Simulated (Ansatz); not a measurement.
Energy difference R1 → P1 + P2, each structure at its B3LYP-D3(BJ)/def2-TZVP stationary point, reached from a drawn start (curvature not checked).
P1: F atom, charge 0, multiplicity 2.
P2, F2S (SMILES FSF) (charge 0, multiplicity 1):
```xyz
3

S      0.00000     0.00000    -0.69673
F      1.21836     0.00000     0.34842
F     -1.21836     0.00000     0.34842
```
R1, F3S (SMILES F[S](F)F) (charge 0, multiplicity 2):
```xyz
4

S     -0.4272     0.0000     0.0000
F      1.1528     0.0000     0.0000
F     -0.3628     1.6774     0.0000
F     -0.3628    -1.6774     0.0000
```

P less R. No zero-point or thermal terms; singlets are restricted closed shells; open shells are unrestricted; no spin–orbit coupling.

Correlated levels freeze the cores.

The values were computed with Ansatz (Gaussian orbitals). Each number belongs to the level named beside it.

Total energies in hartree:

| structure | PBE/def2-TZVPP | CCSD(T)/cc-pV(Q+d)Z |
|---|---|---|
| P1 | -99.669123 | -99.650258 |
| P2 | -597.581625 | -597.241127 |
| R1 | -697.366627 | -696.978032 |

Q: Work out the reaction energy at each level in eV (1 hartree = 27.21139 eV), and say how far PBE/def2-TZVPP lies from CCSD(T)/cc-pV(Q+d)Z.

A: 
- PBE/def2-TZVPP: (-99.669123) + (-597.581625) − (-697.366627) = 0.115879 hartree = 3.153 eV
- CCSD(T)/cc-pV(Q+d)Z: (-99.650258) + (-597.241127) − (-696.978032) = 0.086647 hartree = 2.358 eV
PBE/def2-TZVPP less CCSD(T)/cc-pV(Q+d)Z: 0.795 eV. CCSD(T)/cc-pV(Q+d)Z is the level counted from, the highest shown, and no exact or measured value.

Ansatz is a first-principles code.
